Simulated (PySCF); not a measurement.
C3H4BrClSi.
SMILES with atom numbers: `[Cl:1][CH2:2][C:3]#[C:4][SiH2:5][Br:6]` (hydrogens: H7, H8 on C2; H9, H10 on Si5)

Method: PBE0-D3(BJ)/def2-SVP geometry optimisation, gas phase (PySCF); density fitting, grid level 1; the optimiser is geomeTRIC in internal coordinates, started from a GFN2-xTB structure with every atom displaced at random (about 0.01 Å).

Step 0: E = -93585.7600 eV
```
atom  x, y, z in Å  |  force x, y, z in eV/Å
Cl1    -2.9834   -1.2751    0.5957   -0.126   0.321  -0.119
C2     -2.2149    0.2671    0.0310   -0.311  -0.608   0.249
C3     -0.8033    0.0936    0.0023    4.566  -0.687   0.074
C4      0.4382   -0.1054    0.0086   -3.916   0.487  -0.041
Si5     2.2295   -0.3343   -0.0299   -0.102   1.394   0.507
Br6     3.0563    1.6222   -0.7284    0.090   0.030  -0.049
H7     -2.4872    1.0580    0.7309   -0.248   0.220   0.135
H8     -2.5789    0.4935   -0.9704   -0.355   0.088  -0.253
H9      2.6305   -1.3107   -0.9890    0.321  -0.991  -0.705
H10     2.7646   -0.5295    1.3283    0.081  -0.254   0.203
```

Step 1: E = -93585.9030 eV
```
atom  x, y, z in Å  |  force x, y, z in eV/Å
Cl1    -3.1202   -1.2424    0.5980    0.021  -0.008   0.001
C2     -2.2189    0.2130    0.0620   -0.011  -0.170   0.107
C3     -0.7849    0.0127    0.0501    0.587   0.302  -0.404
C4      0.4324   -0.0218   -0.0834   -0.651  -0.283   0.370
Si5     2.2367   -0.2579   -0.0511    0.084   0.321  -0.096
Br6     3.2312    1.6188   -0.7317   -0.011   0.038  -0.015
H7     -2.4855    1.0274    0.7516   -0.025   0.025  -0.071
H8     -2.5709    0.4571   -0.9524   -0.007   0.050   0.081
H9      2.6379   -1.3175   -1.0026    0.018  -0.163   0.010
H10     2.6937   -0.5097    1.3384   -0.004  -0.112   0.016
```

**Question.** Estimate the geometry and energy of step 2. (The exact step hangs on the optimiser's Hessian estimate; all steps are aligned on step 1, rigid shifts and turns removed.)

**Answer.** E = -93585.9208 eV, largest force 0.388 eV/Å
```
atom  x, y, z in Å  |  force x, y, z in eV/Å
Cl1    -3.0925   -1.2549    0.6006    0.020   0.015  -0.001
C2     -2.2173    0.2145    0.0605    0.009  -0.134   0.086
C3     -0.7809    0.0312    0.0356   -0.145   0.265  -0.245
C4      0.4302   -0.0192   -0.0788    0.127  -0.233   0.232
Si5     2.2382   -0.2509   -0.0519    0.027   0.169  -0.094
Br6     3.2321    1.6278   -0.7338   -0.032  -0.033   0.007
H7     -2.4919    1.0283    0.7469   -0.009   0.011  -0.010
H8     -2.5832    0.4614   -0.9464   -0.019   0.019   0.005
H9      2.6292   -1.3329   -0.9915    0.012  -0.037   0.029
H10     2.6876   -0.5259    1.3377    0.010  -0.041  -0.010
```

The energy changes by -0.0178 eV. The first-order estimate −F·Δx gives -0.0249 eV and the mean of the old and new forces, exact on a quadratic surface, -0.0179 eV. The step makes an angle of 67° with the force vector and moves no atom by more than 0.030 Å.

What follows is the cost of the whole optimisation. Hardware: an Arm Neoverse V1 with one thread, shared host with 32 logical CPUs at a one-minute load of 29. Cost: 73 s, 0.53 GiB resident at most.
